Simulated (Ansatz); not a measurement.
Species: SbCl₃, net charge 0, singlet state. SMILES: [Cl][Sb]([Cl])[Cl]
Geometry: optimised at B3LYP-D3(BJ)/def2-TZVP (Ansatz, a quantum-chemistry and plane-wave program).

Computed values are from Ansatz. Correlated levels leave the core frozen unless marked. UHF or UKS for open shells. Spin-orbit coupling is left out. The frozen core is the preceding noble-gas configuration, with the filled d and f shells of earlier blocks. In def2 rows, elements after Kr have scalar-relativistic effective core potentials. Basis-set limits of correlation are two-point, X^-3; Hartree-Fock from the larger set. The bracket is a focal-point correction in the basis named.

| Property | Result |
|---|---|
| atomisation energy De | 959.2 kJ/mol at CCSD(T)/CBS(def2-TZVPPD,def2-QZVPPD) |
| vertical ionisation energy (to the doublet) | 10.73 eV at RI-MP2/CBS(def2-TZVPPD,def2-QZVPPD)+[CCSD(T)-MP2]/def2-TZVPPD |
| vertical electron affinity (to the doublet; negative means unbound) | 0.43 eV at RI-MP2/CBS(def2-TZVPPD,def2-QZVPPD)+[CCSD(T)-MP2]/def2-TZVPPD |
| vertical triplet-singlet gap | 4.66 eV at RI-MP2/CBS(def2-TZVPPD,def2-QZVPPD)+[CCSD(T)-MP2]/def2-TZVPPD |
| total energy | -1618.8501 Eh at CCSD(T)/CBS(def2-TZVPPD,def2-QZVPPD) |
| dipole moment | 2.70 D at CCSD(T)/def2-SVPD |
| T1 diagnostic | 0.011 at CCSD/def2-QZVPPD |
